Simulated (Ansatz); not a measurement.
Consider the isomerisation: `C(=C\c1ccccc1)/c1ccccc1` → `C(=C/c1ccccc1)/c1ccccc1`.

Isolated molecules relaxed with PBE0-D4/def2-TZVP in Ansatz; ΔE leaves out vibrations. CCSD(T)/CBS is the MP2 limit (def2-TZVPP, def2-QZVPP) plus CCSD(T) − MP2 in def2-TZVPP, frozen cores. Double bonds are as drawn, so ΔE can hold a change between cis and trans. DFT in def2-TZVPP. B3LYP here is the variant with VWN-RPA as its local correlation; programs differ in this. Each species was taken in one conformer, which may not be the lowest.

```json
{"level": "PBE-D4", "ΔE (kJ/mol)": "16.7", "difference from CCSD(T)/CBS": "5.4"}
{"level": "PBE0-D4", "ΔE (kJ/mol)": "14.8", "difference from CCSD(T)/CBS": "3.5"}
{"level": "B3LYP-D4", "ΔE (kJ/mol)": "14.5", "difference from CCSD(T)/CBS": "3.2"}
{"level": "ωB97X-V", "ΔE (kJ/mol)": "10.2", "difference from CCSD(T)/CBS": "-1.1"}
{"level": "B2PLYP", "ΔE (kJ/mol)": "17.5", "difference from CCSD(T)/CBS": "6.2"}
{"level": "r2SCAN0", "ΔE (kJ/mol)": "18.4", "difference from CCSD(T)/CBS": "7.1"}
{"level": "RPA@PBE/def2-TZVPP", "ΔE (kJ/mol)": "8.2", "difference from CCSD(T)/CBS": "-3.1"}
{"level": "CCSD/def2-SVP", "ΔE (kJ/mol)": "8.8", "difference from CCSD(T)/CBS": "-2.5"}
{"level": "HF/def2-TZVPP", "ΔE (kJ/mol)": "18.5", "difference from CCSD(T)/CBS": "7.2"}
{"level": "HF/def2-QZVPP", "ΔE (kJ/mol)": "18.5", "difference from CCSD(T)/CBS": "7.2"}
{"level": "CCSD(T)/CBS", "ΔE (kJ/mol)": "11.3", "difference from CCSD(T)/CBS": "0"}
```

Largest T1 diagnostic among the species: 0.010.

The D4 term adds −8.3 kJ/mol with B3LYP and −5.4 kJ/mol with PBE0; it sums over pairs of atoms, weighted by their polarisabilities, and B3LYP, whose exchange is more repulsive, gets the larger term. Leaving LDA and LC-ωPBE aside and taking each functional with its dispersion term where it has one, the values, not all of them listed here, spread over 9.2 kJ/mol, from ωB97M-V to B97M-V.

CCSD(T)/CBS has its own doubt, a few kJ/mol and more with outer-core shells, so smaller differences from it don't rank the levels.
